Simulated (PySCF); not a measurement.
**Shifts of the heteroatoms**

Molfile (atoms numbered from 1):
```
C5H15PSi2
     RDKit          3D

 23 22  0  0  0  0  0  0  0  0999 V2000
   -2.7847    0.8499    0.2253 C   0  0  0  0  0  0  0  0  0  0  0  0
   -1.8229    0.5538   -0.9230 C   0  0  0  0  0  0  0  0  0  0  0  0
   -1.7729   -0.9488   -1.1885 C   0  0  0  0  0  0  0  0  0  0  0  0
   -0.0776    1.2644   -0.5820 Si  0  0  0  0  0  4  0  0  0  0  0  0
    0.5594    0.5538    1.0432 C   0  0  0  0  0  0  0  0  0  0  0  0
    1.4057   -0.4592    1.2263 C   0  0  0  0  0  0  0  0  0  0  0  0
    2.2979   -1.4772   -0.0888 Si  0  0  0  0  0  4  0  0  0  0  0  0
    4.0860   -0.4108   -0.9395 P   0  0  0  0  0  0  0  0  0  0  0  0
   -2.8422    1.9188    0.4198 H   0  0  0  0  0  0  0  0  0  0  0  0
   -3.7873    0.4932   -0.0098 H   0  0  0  0  0  0  0  0  0  0  0  0
   -2.4559    0.3527    1.1358 H   0  0  0  0  0  0  0  0  0  0  0  0
   -2.2189    1.0396   -1.8215 H   0  0  0  0  0  0  0  0  0  0  0  0
   -2.7713   -1.3366   -1.3906 H   0  0  0  0  0  0  0  0  0  0  0  0
   -1.1424   -1.1702   -2.0469 H   0  0  0  0  0  0  0  0  0  0  0  0
   -1.3710   -1.4767   -0.3250 H   0  0  0  0  0  0  0  0  0  0  0  0
    0.8082    0.9513   -1.7100 H   0  0  0  0  0  0  0  0  0  0  0  0
   -0.1707    2.7238   -0.4180 H   0  0  0  0  0  0  0  0  0  0  0  0
    0.1651    1.0418    1.9318 H   0  0  0  0  0  0  0  0  0  0  0  0
    1.6574   -0.7331    2.2489 H   0  0  0  0  0  0  0  0  0  0  0  0
    2.8076   -2.6929    0.5603 H   0  0  0  0  0  0  0  0  0  0  0  0
    1.4389   -1.8361   -1.2195 H   0  0  0  0  0  0  0  0  0  0  0  0
    3.4267    0.7792   -1.1889 H   0  0  0  0  0  0  0  0  0  0  0  0
    4.5602    0.0464    0.2779 H   0  0  0  0  0  0  0  0  0  0  0  0
  1  2  1  0
  2  3  1  0
  2  4  1  0
  4  5  1  0
  5  6  2  0
  6  7  1  0
  7  8  1  0
  1  9  1  0
  1 10  1  0
  1 11  1  0
  2 12  1  0
  3 13  1  0
  3 14  1  0
  3 15  1  0
  4 16  1  0
  4 17  1  0
  5 18  1  0
  6 19  1  0
  7 20  1  0
  7 21  1  0
  8 22  1  0
  8 23  1  0
M  END
```

Level of theory: geometry: GFN2-xTB, shielding tensors at PBE0/pcSseg-1 (GIAO), in PySCF 2.14.0 with density-fitted response routines (fast rotation and ring inversion assumed for equivalent nuclei, gas phase, one conformer, relativity neglected).

(1) Predict the $^{31}$P NMR data.

(2) Where does $^{29}$Si resonate?

Results:

(1) 
| atoms | environment | σ (ppm) | δ (ppm) |
| --- | --- | --- | --- |
| P8 | phosphorus bonded to Si, 2 H | 595.8 | -223.5 |

Shieldings were converted by a linear fit to measured shifts: $^{31}$P: δ = 270.09 − 0.828σ (rms 18.1 ppm, 64 shifts vs H3PO4, solution or neat liquid). Occasional misses reach two or three times the rms, and more in compound classes unlike the fitted ones.

On a 300 MHz spectrometer $^{31}$P resonates near 121.4 MHz, so 1 ppm is 121.4 Hz.

(2) 
```
atoms                  environment  σ (ppm)  δ (ppm)
  Si4   silicon bonded to 2 C, 2 H    394.9    -44.7
  Si7  silicon bonded to C, P, 2 H    410.5    -57.5
```

Shieldings were converted by a linear fit to measured shifts: $^{29}$Si (scatter 8.9 ppm rms, 25.8 ppm with the 6 outliers that the fit left out vs TMS, solution or neat liquid). Occasional misses reach two or three times the rms, and more in compound classes unlike the fitted ones.

On a 400 MHz spectrometer $^{29}$Si resonates near 79.5 MHz, so 1 ppm is 79.5 Hz.
